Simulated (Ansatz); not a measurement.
`CC(C)[Si]F` + CH₃OH → `CO[Si]F` + `CCC` at 700 K and 1 bar (ligand exchange at the Si–C bond).

Calculated with Ansatz (gas phase, PBE0-D4/def2-TZVP geometries, no zero-point term in ΔE). CCSD(T)/CBS adds triple-zeta CCSD(T) − MP2 to the extrapolated MP2 energy (def2 sets, frozen cores). This one scheme is used for every species. One conformer a species, not always the lowest.

```json
{"species": "`CC(C)[Si]F`", "CCSD(T)/CBS energy (Eh)": "-507.26195", "H − E (kJ/mol)": "329.8", "S (J/(mol·K))": "470.6"}
{"species": "CH₃OH", "CCSD(T)/CBS energy (Eh)": "-115.61712", "H − E (kJ/mol)": "170.8", "S (J/(mol·K))": "288.5"}
{"species": "`CO[Si]F`", "CCSD(T)/CBS energy (Eh)": "-503.96814", "H − E (kJ/mol)": "171.6", "S (J/(mol·K))": "384.4"}
{"species": "`CCC`", "CCSD(T)/CBS energy (Eh)": "-118.98051", "H − E (kJ/mol)": "329.4", "S (J/(mol·K))": "356.3"}
```

H − E and S are ideal-gas, rigid-rotor, harmonic terms from PBE0-D4/def2-TZVP, for one conformer and one mirror image of each species. 1 Eh = 2625.50 kJ/mol, R = 8.31446 J/(mol·K).

Q: By hand: ΔE, ΔH, ΔS and ΔG.

A: ΔE = (-503.96814) + (-118.98051) − (-507.26195) − (-115.61712) = -0.06958 Eh = -182.7 kJ/mol. Δ(H − E) = 171.6 + 329.4 − 329.8 − 170.8 = 0.4, so ΔH = -182.3 kJ/mol. ΔS = 384.4 + 356.3 − 470.6 − 288.5 = -18.4 J/(mol·K). ΔG = -182.3 − 700 × (-18.4)/1000 = -169.4 kJ/mol.

Q: By hand: the equilibrium constant, and the temperature at which ΔG would vanish if ΔH and ΔS stayed fixed.

A: log₁₀ K = −ΔG/(RT ln 10) = 12.6. ΔG = 0 at ΔH/ΔS = 9908 K, far beyond where these terms or the molecules hold.

ΔH outweighs TΔS. A doubt of 5 kJ/mol in ΔE shifts log₁₀ K by 0.4 here. Other conformers and mirror images would add mixing entropy, several J/(mol·K) or more a flexible species. Modes under 60 cm⁻¹, often nearly free rotors, make the harmonic entropy too high. These are equilibria of isolated gas molecules and say nothing of rates. Largest T1 diagnostic: 0.014 (customary marks: 0.02 for closed shells, 0.045 for open ones).
